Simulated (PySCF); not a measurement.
Compound: C2H6F3GeN.
Structure used (PBE0-D3(BJ)/def2-SVP), in Å, numbered top down from 1:
```
atom  x, y, z in Å
N1     1.9117    0.6240    0.8938
Ge2    0.9685    0.6513   -0.6760
C3    -0.5796   -0.5888   -0.7334
C4    -1.5299   -0.4291    0.4133
F5    -2.0053    0.8218    0.4926
F6    -2.5883   -1.2433    0.3220
F7    -0.9359   -0.6957    1.5890
H8     2.3877   -0.2559    1.0762
H9     1.3504    0.8509    1.7113
H10    1.9249    0.2120   -1.7968
H11    0.4571    2.0829   -0.8941
H12   -1.1363   -0.4184   -1.6670
H13   -0.2207   -1.6282   -0.7399
```

Method used: core-valence-separated Tamm–Dancoff BHandHLYP/aug-pcX-1 (pcseg-1 on H, def2-SVPD on Ge) in PySCF, non-relativistic, gas phase, PBE0-D3(BJ)/def2-SVP geometry. BHandHLYP without relativity tends to put these K edges a few eV too low, so spacings mean more than positions.

(1) List the carbon K-edge absorption lines.

(2) What does the N 1s absorption edge look like?

(3) What does the F 1s absorption edge look like?

Results:

(1) 
```csv
E (eV),f,core hole on,main final orbital
285.92,0.0152,C3,LUMO (41 %)
286.29,0.0323,C3,spread
286.46,0.0326,C3,spread
286.93,0.0060,C3,spread
287.57,0.0067,C3,spread
288.01,0.0034,C3,LUMO+4 (32 %)
288.08,0.0013,C3,LUMO+7 (46 %)
288.18,0.0066,C3,LUMO+3 (43 %)
288.25,0.0030,C3,spread
288.96,0.0013,C3,spread
289.07,0.0004,C3,spread
```

The first line with a tenth or more of the strongest one's intensity is at 285.92 eV (f = 0.015), with the hole on C3 (sp3 carbon bound to germanium). The strongest listed is at 286.46 eV (f = 0.033; C3).

(2) 
| E (eV) | f | core hole on | main final orbital |
| --- | --- | --- | --- |
| 398.89 | 0.0078 | N1 | LUMO (63 %) |
| 400.03 | 0.0402 | N1 | spread |
| 400.26 | 0.0350 | N1 | spread |
| 400.79 | 0.0128 | N1 | LUMO+1 (35 %) |
| 401.25 | 0.0051 | N1 | spread |
| 401.74 | 0.0006 | N1 | LUMO+8 (36 %) |
| 401.96 | 0.0020 | N1 | spread |

The first line with a tenth or more of the strongest one's intensity is at 398.89 eV (f = 0.008), with the hole on N1 (nitrogen bonded to Ge and 2 H). The strongest listed is at 400.03 eV (f = 0.040; N1).

(3) 
```tsv
E (eV)	f	core hole on	main final orbital
687.22	0.0372	F5 + F7	spread (2 roots, f summed)
687.27	0.0219	F6	spread
687.60	0.0228	F7	LUMO (46 %)
687.65	0.0181	F6	LUMO (30 %)
687.94	0.0255	F5	LUMO+3 (31 %)
688.30	0.0037	F5	LUMO+1 (49 %)
688.45	0.0094	F6/F7	LUMO+1/LUMO+2 (2 roots, f summed)
688.54	0.0017	F7	LUMO+3 (34 %)
688.57	0.0033	F6	LUMO+3 (38 %)
688.68	0.0113	F5/F6	spread (2 roots, f summed)
688.75	0.0033	F7	LUMO+1 (33 %)
688.85	0.0013	F5	LUMO+2 (51 %)
```

The first line with a tenth or more of the strongest one's intensity is at 687.22 eV (f = 0.037, sum of 2), with the hole on F5 + F7 (fluorine of a CF3 group). It is also the strongest listed.

Roots within 0.03 eV whose holes lie on the same, on equivalent or on shared atoms are summed into one line, and the highest roots are left out, as the search may have cut off their partners. Final orbitals are the ground state's empty Kohn–Sham orbitals.

**Question.** What is the summed oscillator strength of the listed C K lines, and their intensity-weighted mean energy?

**Answer.** Σf = 0.109 over 11 lines from 285.92 to 289.07 eV; the weighted mean is 286.69 eV. The strongest line holds 30 % of the sum.

The list ends where the root search ended, not at a threshold. Relativistic effects, spin–orbit coupling among them, are left out although an element past zinc is present.

One conformer stands for the species.
